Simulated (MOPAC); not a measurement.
A run for MOPAC: PM7 on CN2O2 (a complex), monomers drawn apart or pushed together.

```
PM7 1SCF PRECISE CHARGE=0 THREADS=1
CN2O2

O     -0.52488894 1    -1.04135634 1    -0.27139764 1
C     -0.01876504 1     0.00190099 1    -0.27380866 1
O      0.48721427 1     1.04519097 1    -0.28300087 1
N      0.03631111 1    -0.00446905 1     4.12589931 1
N      0.05218873 1    -0.00453139 1     5.21638785 1
```

It printed:

```
*******************************************************************************
 **                                                                           **
 **                              MOPAC v23.2.5                                **
 **                                                                           **
 *******************************************************************************
 ** MOPAC's Digital Object Identifier: https://doi.org/10.5281/zenodo.6511958 **
 **                                                                           **
 ** Please cite the open-source release paper for use of this MOPAC version:  **
 ** J. E. Moussa and J. J. P. Stewart (2026)                                  **
 ** MOPAC: An open-source semiempirical molecular orbital program             **
 ** J. Open Source Softw., 11(119), 8025, https://doi.org/10.21105/joss.08025 **
 *******************************************************************************

                              PM7 CALCULATION RESULTS

 *******************************************************************************
 *  PM7        - The PM7 Hamiltonian to be used
 *
 *
 *
 *                 CHARGE ON SYSTEM = 0
 *
 *
 *
 *  PRECISE    - TIGHTER CRITERIA TO BE USED
 *  1SCF       - DO 1 SCF AND THEN STOP
 *  THREADS=1  - MULTI-THREADING NOT USED
 *  T=         - A TIME OF 172800.0 SECONDS REQUESTED
 *  DUMP=N     - RESTART FILE WRITTEN EVERY 7200.0 SECONDS REQUESTED
 *******************************************************************************
PM7 1SCF PRECISE CHARGE=0 THREADS=1
 CN2O2

   ATOM   CHEMICAL          X               Y               Z
  NUMBER   SYMBOL      (ANGSTROMS)     (ANGSTROMS)     (ANGSTROMS)

     1       O         -0.52488894  *  -1.04135634  *  -0.27139764  *
     2       C         -0.01876504  *   0.00190099  *  -0.27380866  *
     3       O          0.48721427  *   1.04519097  *  -0.28300087  *
     4       N          0.03631111  *  -0.00446905  *   4.12589931  *
     5       N          0.05218873  *  -0.00453139  *   5.21638785  *



          CARTESIAN COORDINATES

    NO.       ATOM           X           Y           Z

     1         O         -0.5249     -1.0414     -0.2714
     2         C         -0.0188      0.0019     -0.2738
     3         O          0.4872      1.0452     -0.2830
     4         N          0.0363     -0.0045      4.1259
     5         N          0.0522     -0.0045      5.2164

 General Reference for PM7:
 "Optimization of Parameters for Semiempirical Methods VI: More Modifications to the
 NDDO Approximations and Re-optimization of Parameters", J. J. P. Stewart, J. Mol. Mod., 1:32, 19 (2013)
 https://link.springer.com/article/10.1007/s00894-012-1667-x

           Empirical Formula: C N2 O2  =     5 atoms



      MOLECULAR POINT GROUP   :   C2v


      RHF CALCULATION, NO. OF DOUBLY OCCUPIED LEVELS = 13


 -------------------------------------------------------------------------------
 PM7 1SCF PRECISE CHARGE=0 THREADS=1
 CN2O2



     1SCF WAS SPECIFIED, SO BFGS WAS NOT USED
     SCF FIELD WAS ACHIEVED


                              PM7 CALCULATION
                                                       MOPAC v23.2.5 Linux




          FINAL HEAT OF FORMATION =        -50.15153 KCAL/MOL =    -209.83401 KJ/MOL


          COSMO AREA              =        117.67 SQUARE ANGSTROMS
          COSMO VOLUME            =         90.21 CUBIC ANGSTROMS

          IONIZATION POTENTIAL    =         12.719703 EV
          HOMO LUMO ENERGIES (EV) =        -12.720  0.062
          NO. OF FILLED LEVELS    =         13
          MOLECULAR WEIGHT        =         72.0232         POINT GROUP:  C2v

          MOLECULAR DIMENSIONS (Angstroms)

            Atom       Atom       Distance
            N     5    O     3     5.61555
            O     1    N     5     2.26891
            N     4    C     2     0.00110


          SCF CALCULATIONS        =          1





   ATOM   CHEMICAL          X               Y               Z
  NUMBER   SYMBOL      (ANGSTROMS)     (ANGSTROMS)     (ANGSTROMS)

     1       O         -0.52488894  *  -1.04135634  *  -0.27139764  *
     2       C         -0.01876504  *   0.00190099  *  -0.27380866  *
     3       O          0.48721427  *   1.04519097  *  -0.28300087  *
     4       N          0.03631111  *  -0.00446905  *   4.12589931  *
     5       N          0.05218873  *  -0.00453139  *   5.21638785  *

                             CARTESIAN COORDINATES

   1    O       -0.524888940    -1.041356340    -0.271397640
   2    C       -0.018765040     0.001900990    -0.273808660
   3    O        0.487214270     1.045190970    -0.283000870
   4    N        0.036311110    -0.004469050     4.125899310
   5    N        0.052188730    -0.004531390     5.216387850


           Empirical Formula: C N2 O2  =     5 atoms



      MOLECULAR POINT GROUP   :   C2v


                  EIGENVALUES
 -43.24100 -34.28552 -32.80690 -21.94803 -20.92718 -17.41089 -17.40577 -16.83496
 -16.83394 -16.07538 -13.55337 -12.72259 -12.71970   0.06192   0.06293   0.69422
   0.70047   1.48991   3.70302   4.80787


              NET ATOMIC CHARGES AND DIPOLE CONTRIBUTIONS

  ATOM NO.   TYPE          CHARGE      No. of ELECS.   s-Pop       p-Pop
    1          O          -0.326698        6.3267     1.87145     4.45525
    2          C           0.653437        3.3466     1.09960     2.24697
    3          O          -0.326739        6.3267     1.87145     4.45529
    4          N          -0.004667        5.0047     1.82568     3.17899
    5          N           0.004668        4.9953     1.82600     3.16933
 DIPOLE           X         Y         Z       TOTAL
 POINT-CHG.     0.000    -0.000     0.035     0.035
 HYBRID         0.000    -0.000     0.004     0.004
 SUM            0.001    -0.000     0.040     0.040


          ATOMIC ORBITAL ELECTRON POPULATIONS

     Atom    s        px        py        pz
    1  O   1.87145   1.55087   1.26540   1.63897
    2  C   1.09960   0.73770   0.78723   0.72204
    3  O   1.87145   1.55097   1.26537   1.63895
    4  N   1.82568   1.00190   1.00176   1.17533
    5  N   1.82600   0.99818   0.99824   1.17292

 **********************
 *                    *
 * JOB ENDED NORMALLY *
 *                    *
 **********************




 == MOPAC DONE ==
```

The run finished.

Cost: very roughly 0.020 core-seconds.
